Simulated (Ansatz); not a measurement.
A nudged elastic band was laid between two geometries of AlH$_{5}$O$_{2}$S (9 atoms, charge 0, multiplicity 1).

Level of theory: Ansatz, RKS PBE-D4/def2-SVP.

```
movable images  : 5
climbing image  : yes
spring          : 5.0 eV/Å²
optimiser       : quadratic models (default)
start path      : through a guess of the saddle point
force threshold : 0.05 eV/Å
iteration limit : 60
end points      : relaxed
```

Initial state:

```xyz
9
Properties=species:S:1:pos:R:3
Al -0.170 -0.212 0.367
H -0.475 -1.021 1.706
O 1.517 0.164 -0.024
H 1.843 0.024 -0.929
O -1.172 -0.260 -1.042
H -2.092 -0.565 -1.000
S -0.159 2.258 1.202
H 1.007 1.800 0.561
H 0.319 1.885 2.422
```

Final state:

```xyz
9
Properties=species:S:1:pos:R:3
Al -0.063 0.657 -0.073
H -0.104 -0.555 2.157
O 1.514 0.032 -0.327
H 1.730 -0.770 -0.825
O -1.547 -0.023 -0.588
H -1.669 -0.871 -1.036
S -0.197 2.675 0.771
H 1.159 2.721 0.920
H -0.205 0.206 2.265
```

Problem. What changes between the two ends?

Solution. Bonds broken: Al1–H2, S7–H9. Bonds formed: H2–H9. AlH5O2S becomes AlH3O2S + H2.

Problem. What energy profile does the band end with?

Solution. The run converged. The highest image is number 3 of 0 to 6, 46.3 kJ/mol above the first end and 82.2 kJ/mol above the last; the last end lies 35.8 kJ/mol below the first. The profile has 2 maxima (images 3, 5) with wells between them (image 4): this band takes more than one step, which may be the mechanism or a detour left from its start path. A vibrational analysis at the climbing image gives one clearly imaginary mode, 744i cm⁻¹: a first-order saddle point. The orbitals stay closed-shell, which can raise the energy where a bond breaks towards radicals; this wasn't checked here.

| image | path coordinate (Å) | energy (kJ/mol) | Al1–H2 (Å) | S7–H9 (Å) | H2–H9 (Å) |
| --- | --- | --- | --- | --- | --- |
| 0 | 0.00 | 0.0 | 1.59 | 1.36 | 3.10 |
| 1 | 0.74 | 4.6 | 1.60 | 1.36 | 2.77 |
| 2 | 1.48 | 18.4 | 1.61 | 1.37 | 2.08 |
| 3 | 2.22 | 46.3 | 1.72 | 1.60 | 1.21 |
| 4 | 3.26 | -34.2 | 2.32 | 2.58 | 0.78 |
| 5 | 4.29 | -30.7 | 2.86 | 3.30 | 0.77 |
| 6 | 5.33 | -35.8 | 2.54 | 2.89 | 0.78 |

Problem. What is the geometry of the highest image?

Solution. 
```xyz
9
Properties=species:S:1:pos:R:3
Al -0.011 0.176 0.119
H -0.285 -0.335 1.735
O 1.656 0.147 -0.314
H 1.978 -0.484 -0.976
O -1.257 -0.265 -0.982
H -2.093 -0.682 -0.731
S -0.222 2.320 1.212
H 1.138 2.331 1.332
H -0.284 0.865 1.867
```

The band took 23 iterations and roughly 4 core-minutes.

The run took 2.1 min on 2 threads of Arm Neoverse V2, with other jobs on the host, peak memory 0.13 GiB.
